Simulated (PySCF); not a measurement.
# Computed structure and properties of [HgF3(H2O)]−

System: [HgF3(H2O)]− (singlet); start: template (Cs). Method: PySCF 2.14.0, RKS PBE0, Hg def2-SVP with ECP60, F def2-SVP, O def2-SVP, H def2-SVP; non-relativistic Hamiltonian with scalar-relativistic core potentials where named; density fitting; no spin-orbit coupling.

Input of the relaxation:

```python
mol = gto.M(atom='''
Hg     0.01034    -0.01034     0.01034
F      1.02324     1.00256     1.02324
F     -1.00256    -1.02324     1.02324
F      1.02324    -1.02324    -1.00256
O     -1.17896     1.17896    -1.17896
H     -1.51966     2.06416    -0.97516
H     -1.51966     0.97516    -2.06416''',
    basis={'Hg': 'def2-SVP', 'F': 'def2-SVP', 'O': 'def2-SVP', 'H': 'def2-SVP'},
    ecp={'Hg': 'def2-SVP'},
    charge=-1, spin=0)
mf = dft.RKS(mol, xc='PBE0')
mf.grids.atom_grid = (50, 194)
mf = mf.density_fit()  # fitting sets: Hg def2-universal-JKFIT, F def2-universal-JKFIT, O def2-universal-JKFIT, H def2-universal-JKFIT
mf.conv_tol = 1e-08; mf.max_cycle = 55
mf.kernel(dm0)  # dm0: converged density of the start geometry
# quasi-Newton relaxation in Cartesian coordinates to a largest gradient under 0.00045 Eh/bohr, steps kept in the point group
```

Run from Python with OMP_NUM_THREADS=2; the lines above give its settings. Where DIIS fails, smearing, a level shift and second-order steps follow.
It took 100 s on 2 threads of Arm Neoverse V1, on a shared host, from the converged density of the start.

Course of the relaxation:

```json
{"step": "0", "energy above end (eV)": "8.1818", "largest force component within the symmetry (eV/Å)": "8.645"}
{"step": "1", "energy above end (eV)": "2.9192", "largest force component within the symmetry (eV/Å)": "2.092"}
{"step": "2", "energy above end (eV)": "2.0415", "largest force component within the symmetry (eV/Å)": "1.235"}
{"step": "3", "energy above end (eV)": "1.4971", "largest force component within the symmetry (eV/Å)": "0.836"}
{"step": "4", "energy above end (eV)": "1.3166", "largest force component within the symmetry (eV/Å)": "0.712"}
{"step": "5", "energy above end (eV)": "1.2756", "largest force component within the symmetry (eV/Å)": "0.827"}
{"step": "6", "energy above end (eV)": "1.2521", "largest force component within the symmetry (eV/Å)": "0.516"}
{"step": "7", "energy above end (eV)": "1.2119", "largest force component within the symmetry (eV/Å)": "0.425"}
{"step": "29", "energy above end (eV)": "0.0085", "largest force component within the symmetry (eV/Å)": "0.196"}
{"step": "30", "energy above end (eV)": "0.0041", "largest force component within the symmetry (eV/Å)": "0.196"}
{"step": "31", "energy above end (eV)": "0.0015", "largest force component within the symmetry (eV/Å)": "0.093"}
{"step": "32", "energy above end (eV)": "0.0005", "largest force component within the symmetry (eV/Å)": "0.021"}
{"step": "33", "energy above end (eV)": "0.0000", "largest force component within the symmetry (eV/Å)": "0.031"}
{"step": "34", "energy above end (eV)": "0.0000", "largest force component within the symmetry (eV/Å)": "0.017"}
```
(The steps between are left out.)

Relaxed geometry (Cs):

```xyz
7

Hg   -0.2766   -0.4188    0.4188
F     0.3619    1.6119    0.5141
F    -0.9633   -1.7589    1.7589
F     0.3619   -0.5141   -1.6119
O    -1.2711    1.5429   -1.5429
H    -0.6885    1.8753   -0.8257
H    -0.6885    0.8257   -1.8753
```

```tsv
contact	Å
Hg1–F2 (F)	2.131
Hg1–F3 (F)	2.016
Hg1–F4 (F)	2.131
Hg1–H7 (H2O)	2.642
```

Short contacts between ligands at the end: H6···F2 1.72 Å, H7···F4 1.72 Å.

On the finer grid (75, 302):

| Quantity | Value |
| --- | --- |
| HOMO | -3.20 eV |
| LUMO | 2.66 eV |
| Dipole about the centre of mass | 3.58 D |
| Set of Mulliken populations of Hg1 outside the core potential | s 2.79, p 6.48, d 10.03, f 0.01 |
| D3(BJ) dispersion energy (not in the energies) | -0.096 eV |

| atom | Mulliken (e) | Löwdin (e) | spin (e) |
| --- | --- | --- | --- |
| Hg1 | 0.69 | 0.40 | 0.00 |
| F2 | -0.55 | -0.44 | 0.00 |
| F3 | -0.53 | -0.40 | 0.00 |
| F4 | -0.55 | -0.44 | 0.00 |
| O5 | -0.39 | -0.19 | 0.00 |
| H6 | 0.16 | 0.04 | 0.00 |
| H7 | 0.16 | 0.04 | 0.00 |

On the grid (50, 194), as all that follows. Harmonic modes: a minimum; lowest 70 cm⁻¹ (negative: unstable), highest 3567 cm⁻¹, zero-point energy 0.845 eV.

Taking off one F (charge -1, singlet; the rest: singlet) in vacuum, both parts rigid, costs 5.19 eV; the small basis without counterpoise inflates it.

Rigid scan of F along the line from its metal:

(distance to F2 (Å), energy (eV)): (1.83, 0.830), (1.93, 0.305), (2.03, 0.063), (2.13, 0.000), (2.23, 0.048), (2.33, 0.163), (2.53, 0.493), (2.83, 1.056), (3.23, 1.760), (3.73, 2.476)

Taking off one H2O (charge 0, singlet; the rest: singlet) in vacuum, both parts rigid, costs 1.30 eV; the small basis without counterpoise inflates it.

Rigid scan of H2O along the line from its metal:

distance to O5 (Å), energy (eV) and a bar:
```
     2.65      0.207 #######
     2.75      0.082 ###
     2.85      0.018 #
     2.95      0.000 
     3.05      0.015 #
     3.15      0.053 ##
     3.35      0.169 ######
     3.65      0.373 #############
     4.05      0.623 ######################
     4.55      0.860 ##############################
```

One start shape was tried, so this needn't be the lowest isomer.
